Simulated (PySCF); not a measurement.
Match the calculated data to a structure.

All candidates are C4H15PSi3.

| technique | computed result |
| --- | --- |
| Dipole | 1.16 D [PBE0/pcSseg-1] |
| NMR, other nuclei | isotropic shieldings of nuclei other than C and H, by class: 397 (1 Si), 406 (1 Si), 422 (1 Si), 608 (1 P) ppm [GIAO PBE0/pcSseg-1] |
| Rotational structure | rotational constants A, B, C: 1.258, 0.537, 0.397 GHz [GFN2-xTB] |
| 1H NMR | chemical shifts (computed TMS as zero) by class: 4.51 (1 H), 4.49 (1 H), 3.93 (3 H), 3.18 (1 H), 1.18 (2 H), 0.78 (1 H), 0.70 (1 H), 0.30 (1 H), 0.16 (1 H), 0.13 (1 H), -0.26 (1 H), -0.40 (1 H) ppm [GIAO PBE0/pcSseg-1] |
| 13C NMR | chemical shifts (computed TMS as zero) by class: 6.2 (1 C), 5.3 (1 C), -7.1 (1 C), -8.5 (1 C) ppm [GIAO PBE0/pcSseg-1] |

The electronic properties come from PySCF, for the isolated species, density fitting. Levels stand in brackets. One conformer (not necessarily the lowest) at the GFN2-xTB geometry, without solvent, vibrations or thermal averaging. Each NMR value is the plain mean over a class of atoms that symmetry, rotation or inversion makes alike.

Task: Which candidate is it?
A. `C[C@@H]1[SiH2]C[SiH2]C[Si@H]1P`
B. `P[SiH2][SiH2][SiH2]C1CCC1`
C. `[SiH3]C[Si@H](P)[SiH2]C1CC1`
D. `C[C@@H]1[SiH2]C[SiH2]C[Si@@H]1P`

Result: C. It is `[SiH3]C[Si@H](P)[SiH2]C1CC1`. Numbering: `[SiH3:1][CH2:2][Si@H:3]([PH2:4])[SiH2:5][CH:6]1[CH2:7][CH2:8]1`. 4 carbons fall into 4 classes; from least to most shielded: three-membered-ring carbon [C7] (6.2 ppm), three-membered-ring carbon [C8] (5.3 ppm), ring sp3 carbon bound to silicon [C6] (-7.1 ppm), chain sp3 carbon bound to silicon [C2] (-8.5 ppm). Hydrogen classes from least to most shielded: 1 H on an SiH silicon, Si3 (4.51 ppm), 1 H on an SiH2 silicon, Si5 (4.49 ppm), 3 H on an SiH3 silicon, Si1 (3.93 ppm), 1 H on an SiH2 silicon, Si5 (3.18 ppm), 2 H on a three-coordinate phosphorus, P4 (1.18 ppm), 1 H on a three-membered-ring carbon, C7 (0.78 ppm), 1 H on a three-membered-ring carbon, C8 (0.70 ppm), 1 H on a three-membered-ring carbon, C7 (0.30 ppm), 1 H on an sp3 carbon bound to silicon, C2 (0.16 ppm), 1 H on a three-membered-ring carbon, C8 (0.13 ppm), 1 H on an sp3 carbon bound to silicon, C2 (-0.26 ppm), 1 H on an sp3 carbon bound to silicon, C6 (-0.40 ppm). The other shieldings belong to: 397 ppm, SiH silicon [Si3]; 406 ppm, SiH2 silicon [Si5]; 422 ppm, SiH3 silicon [Si1]; 608 ppm, three-coordinate phosphorus [P4]. The optimised geometry has point group C1 and is an asymmetric top.

The others, at the same levels:
- `C[C@@H]1[SiH2]C[SiH2]C[Si@@H]1P` fails: its computed 13C shifts are 13.2 (1 C), 3.9 (1 C), -6.9 (1 C), -12.7 (1 C) ppm, 1H shifts are 5.16 (1 H), 4.70 (1 H), 4.48 (1 H), 4.41 (1 H), 4.35 (1 H), 1.29 (3 H), 0.95 (2 H), 0.06 (1 H), 0.02 (1 H), -0.03 (1 H), -0.26 (1 H), -0.40 (1 H) ppm and rotational constant A is 1.415 GHz (against 1.258 GHz).
- `C[C@@H]1[SiH2]C[SiH2]C[Si@H]1P` fails: its computed 13C shifts are 13.9 (1 C), 7.3 (1 C), -4.0 (1 C), -8.5 (1 C) ppm, 1H shifts are 4.92 (1 H), 4.69 (1 H), 4.55 (1 H), 4.34 (1 H), 4.13 (1 H), 1.13 (2 H), 1.09 (3 H), 0.06 (1 H), -0.12 (1 H), -0.12 (1 H), -0.21 (1 H), -0.25 (1 H) ppm and rotational constant A is 1.326 GHz (against 1.258 GHz).
- `P[SiH2][SiH2][SiH2]C1CCC1` fails: it has 3 carbon classes against 4; its computed 13C shifts are 27.1 (2 C), 21.7 (1 C), 18.6 (1 C) ppm, 1H shifts are 3.98 (2 H), 3.89 (2 H), 3.37 (2 H), 2.33 (1 H), 2.28 (2 H), 2.15 (1 H), 2.14 (1 H), 2.03 (2 H), 0.82 (2 H) ppm and rotational constant A is 2.700 GHz (against 1.258 GHz).

Each candidate is one conformer, not necessarily the lowest. Dipoles, sizes and rotational constants follow the conformer. The torsions of the flexible species, by atom-mapped SMILES:
- `[SiH3:1][CH2:2][Si@H:3]([PH2:4])[SiH2:5][CH:6]1[CH2:7][CH2:8]1`: Si1–C2–Si3–P4 -173°, C2–Si3–Si5–C6 159°, Si3–Si5–C6–C7 -150°, H–P4–Si3–C2 -170°, H–P4–Si3–C2 -77°
- `[PH2:1][SiH2:2][SiH2:3][SiH2:4][CH:5]1[CH2:6][CH2:7][CH2:8]1`: P1–Si2–Si3–Si4 71°, Si2–Si3–Si4–C5 148°, Si3–Si4–C5–C6 70°, H–P1–Si2–Si3 -42°, H–P1–Si2–Si3 51°

The conformers of `C[C@@H]1[SiH2]C[SiH2]C[Si@@H]1P` and `C[C@@H]1[SiH2]C[SiH2]C[Si@H]1P` aren't listed.
